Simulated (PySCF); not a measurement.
BI2, SMILES I[B]I (connectivity only; charge and spin as stated), charge +1, multiplicity 1.

Coordinates come from a B3LYP-D3(BJ)/def2-TZVP optimisation. The spin state was assumed, not searched. The isomer is the one that the SMILES or the coordinates give; other isomers of the formula were not compared. The def2 effective core potentials stand for the cores of I; spin–orbit coupling is left out.

Computed with B3LYP-D3(BJ)/def2-TZVP in PySCF.

Frequencies are harmonic and unscaled.

Modes within 1.5 cm⁻¹ of each other (mostly degenerate sets) share a row, with their intensities summed.

Task: Give all harmonic wavenumbers and intensities. (The exact figures need the calculation; the answer reports its results.)

Result: 
```json
[
 {"mode": "1", "ν (cm⁻¹)": "228", "IR (km/mol)": "0.0", "moving atoms (share of kinetic energy)": "I 100 %"},
 {"mode": "2–3", "ν (cm⁻¹)": "230", "IR (km/mol)": "0.8", "moving atoms (share of kinetic energy)": "B 96 %"},
 {"mode": "4", "ν (cm⁻¹)": "1088", "IR (km/mol)": "478.8", "moving atoms (share of kinetic energy)": "B 96 %"}
]
```
